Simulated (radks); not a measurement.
These are the eigenvalues of the occupied orbitals of an atom or ion with whole-number occupations (Ry). Calculated with a radial shooting solver on a logarithmic mesh with Libxc functionals: Dirac Kohn-Sham, exchange-only LDA, spin-unpolarised, spherical densities, finite nucleus; Fermi nuclear charge, rms radius of each element as measured or else 0.836 A^(1/3) + 0.57 fm.

1s1/2: -6644.741
2s1/2: -1194.587
2p1/2: -1148.746
2p3/2: -978.4567
3s1/2: -289.7529
3p1/2: -268.8492
3p3/2: -230.7319
3d3/2: -196.1229
3d5/2: -188.0340
4s1/2: -67.92042
4p1/2: -58.80787
4p3/2: -49.39603
4d3/2: -34.48504
4d5/2: -32.72793
5s1/2: -13.50153
4f5/2: -13.35493
4f7/2: -12.95124
5p1/2: -10.32537
5p3/2: -8.49538
5d3/2: -4.05051
5d5/2: -3.82555
6s1/2: -2.86726

Which element is it, and in what charge state? The configuration may be excited. Open shells, if any, fill j = l - 1/2 first.

Answer. Z = 83, bismuth, charge +3: Bi3+ in [Hg]. The list shows which subshells hold electrons but not how many an open one holds; the 1s level, -3322.4 hartree, gives Z - s = 81.5 by -(Z - s)^2/2, which with screening and relativity narrows Z to a few neighbours, and the depths of the outer levels then fix element, charge and occupations together.
